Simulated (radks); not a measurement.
The numbers below are computed, except where a source is named.
Question: Numerical settings for the niobium ion Nb+, [Kr] 4d4. Level of theory: Dirac Kohn-Sham, LDA (Slater exchange, Perdew-Wang correlation), spin-unpolarised, spherical densities, point nucleus; open shells fill j = l - 1/2 first (a radial shooting solver on a logarithmic mesh with Libxc functionals). The defaults (mesh step 0.008 in ln r, mesh end at 40 bohr or more with all orbitals vanishing there, Anderson mixing 0.5 over 9 steps, residual threshold near 1e-9 with the energy settled to 1e-9 hartree or 1e-11 of itself, here a cap of 52 iterations) give E = -3815.8046 hartree and 4d3/2 at -9.570 eV in 15 iterations. Run on one thread of a shared host, so times are rough (Arm Neoverse N1): 0.17 s of CPU time, 0.17 s wall, 15 iterations on 2546 mesh points. One setting is changed at a time: mesh step in ln r 0.02; mesh step in ln r 0.12; mesh step in ln r 0.08; mesh end (bohr) 3; mesh end (bohr) 2; residual threshold 1e-05; residual threshold 1e-16; mixing 1.5; linear mixing, mixing 1; linear mixing, mixing 0.5; mixing history 20; iteration cap 8. Which runs fail to converge, and which converge to a wrong energy?

Answer: Not converged within the cap: mesh step in ln r 0.12; mesh step in ln r 0.08; residual threshold 1e-16; linear mixing, mixing 1; iteration cap 8. Settled on a wrong energy, with an occupied level pushed above zero by the early mesh end: mesh end (bohr) 3 (+0.994 hartree); mesh end (bohr) 2 (+8.5 hartree). Apart from these: no run marked as converged misses the energy by more than 1 mhartree.
